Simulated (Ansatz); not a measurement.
Reaction (ligand exchange at a B–O bond): `[SiH3]BOCS` + `C=N` → `C=NB[SiH3]` + `OCS`

Isolated molecules relaxed with PBE0-D4/def2-TZVP in Ansatz; ΔE leaves out vibrations. CBS: MP2 limit from def2 TZ/QZ plus the TZ coupled-cluster correction, frozen cores. This one scheme is used for every species. Functionals use def2-TZVPP. Each species was taken in one conformer, which may not be the lowest.

```
     species  r2SCAN energy (Eh)
`[SiH3]BOCS`          -830.02392
       `C=N`           -94.60833
`C=NB[SiH3]`          -410.74674
       `OCS`          -513.88442
```

(1) Work out ΔE.

Largest T1 diagnostic among the species: 0.017.

Results:

(1) ΔE = (-410.74674) + (-513.88442) − (-830.02392) − (-94.60833) = 0.00109 Eh = +2.9 kJ/mol. CCSD(T)/CBS gives +20.8 kJ/mol.

In def2-TZVPP, CCSD(T) changes the Hartree–Fock value by −12.6 kJ/mol (the triples alone add −1.9 kJ/mol) and MP2 by −16.0 kJ/mol. From PBE to PBE0 (25 % exact exchange), in def2-TZVPP and without D4, ΔE moves by +8.0 kJ/mol.
